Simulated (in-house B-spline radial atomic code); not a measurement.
In2+ is squeezed into an impenetrable sphere of radius R (the orbitals vanish at R). No spin polarisation. Level of theory: non-relativistic Hartree-Fock, average of configuration, point nucleus; calculated with a radial B-spline atomic code at the basis-set limit.

Energies in eV above the free ion in [Kr] 4d10 5s1:

| R (bohr) | highest level (eV) | [Kr] 4d10 5s1 | [Kr] 4d10 4f1 | [Kr] 4d10 5f1 | -dE/dV in [Kr] 4d10 5s1 (GPa) |
| --- | --- | --- | --- | --- | --- |
| 8.44 | -25.7 | 0.0004928 | 18.52 | 26.17 | 0.00129 |
| 6.44 | -25.6 | 0.03071 | 20.48 | 33.26 | 0.124 |
| 5.23 | -25.4 | 0.2955 | 23.56 | 41.83 | 1.67 |
| 4.08 | -23.6 | 2.226 | 29.83 | 57.39 | 20.2 |
| 3.36 | -18.7 | 8.223 | 38.01 | 77.53 | 119 |
| 3.2 | -16.5 | 11.2 | 40.99 | 84.61 | 185 |
| 2.62 | -0.000628 | 37.84 | 62.9 | 129.9 | 1070 |
| 2.18 | 34.5 | 109.6 | 117.8 | 219 | 5140 |
| 1.93 | 76 | 215.6 | 200.3 | 333.7 | 14100 |
| 1.5 | 248 | 798.3 | 676.3 | 911.8 | 100000 |

(1) Does [Kr] 4d10 4f1 fall below [Kr] 4d10 5s1 under compression?

(2) Does [Kr] 4d10 5f1 fall below [Kr] 4d10 5s1 under compression?

The highest level is first positive in the row R = 2.18 bohr, pushed up by confinement above the zero of the free ion's potential. Each configuration is held fixed and needn't be the lowest in the sphere.

Answers

(1) Yes, between R = 2.18 and 1.93 bohr the order changes (near 2.09 bohr by linear interpolation).

(2) No, it stays above over the whole range.
